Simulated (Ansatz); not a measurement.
Wavefunction ladder for `C[SiH2]C(N)F`

Cartesian coordinates in Å:
```
C 1.0978 -1.1122 -0.8738
Si 0.9442 0.5697 -0.0730
C -0.8726 0.8895 0.4094
N -1.4173 -0.1605 1.1677
F -1.5930 1.1177 -0.8026
H 2.1202 -1.2796 -1.2200
H 0.8531 -1.9123 -0.1711
H 0.4323 -1.1887 -1.7368
H 1.7752 0.6529 1.1585
H 1.3664 1.6439 -1.0094
H -0.9720 1.8224 0.9730
H -1.3693 -1.0562 0.7029
H -2.3650 0.0133 1.4751
```

The species carries charge 0 and has multiplicity 1. Geometry: relaxed with PBE0-D4/def2-TZVP. It is one conformer, not always the lowest. Frozen core, restricted reference, the Gaussian-basis code of Ansatz. CBS rows extrapolate triple and quadruple zeta; past MP2 they add the triple-zeta difference.

```json
{"basis": "def2-TZVPP", "HF (Eh)": "-523.32603", "MP2 corr.": "-0.94009", "CCSD corr.": "-0.98728", "(T)": "-0.03552", "CCSD(T) total": "-524.34883"}
{"basis": "def2-QZVPP", "HF (Eh)": "-523.34582", "MP2 corr.": "-1.01168", "CCSD corr.": "–", "(T)": "–", "CCSD(T) total": "–"}
{"basis": "CBS(def2)", "HF (Eh)": "-523.34855", "MP2 corr.": "-1.06472", "CCSD corr.": "-1.11190", "(T)": "as TZ", "CCSD(T) total": "-524.49597"}
```
